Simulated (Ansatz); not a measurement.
A geometry optimisation of C5H5NO2S with B3LYP/def2-SVP

The starting geometry of this gas-phase singlet was optimised with GFN2-xTB; its bonds are those of `CC(=O)Oc1nccs1`.

```xyz
14

C    -3.4821    0.4027    1.9903
C    -2.1924   -0.2293    1.5681
C    -0.1870    0.3018    0.4948
C     1.7564    0.5405   -0.4522
C     1.8757   -0.7632   -0.0986
N     0.5860    1.1302   -0.1105
O    -1.8575   -1.3663    1.7641
O    -1.4063    0.6672    0.9300
S     0.4561   -1.3114    0.7101
H    -3.3299    0.8940    2.9504
H    -4.2437   -0.3626    2.1071
H    -3.7879    1.1514    1.2655
H     2.4916    1.1330   -0.9653
H     2.7011   -1.4250   -0.2617
```

Where would you expect an optimisation with B3LYP/def2-SVP to take it?

It keeps its bonds, and is `CC(=O)Oc1nccs1`.

The energy falls by 0.11 eV over 17 steps:

```tsv
step	E − E(last) (eV)
1	0.106
3	0.007
5	0.006
6	0.003
8	0.002
10	0.001
12	0.000
13	0.000
15	0.000
17	0.000
```

Final geometry (Å):

```xyz
14

C    -3.5120    0.4274    1.9992
C    -2.2519   -0.2746    1.5785
C    -0.1547    0.2486    0.5427
C     1.7975    0.5779   -0.3908
C     1.9204   -0.7669   -0.1781
N     0.6177    1.1442    0.0211
O    -2.0041   -1.4441    1.7003
O    -1.3796    0.6147    1.0146
S     0.4863   -1.3885    0.5828
H    -3.2732    1.2229    2.7220
H    -4.2014   -0.2976    2.4470
H    -3.9799    0.9104    1.1274
H     2.5579    1.2090   -0.8544
H     2.7572   -1.4202   -0.4203
```

The end wasn't checked by frequencies. Run with Ansatz 0.2.0, 57 s on 4 threads of Arm Neoverse V1, with other jobs on the host.
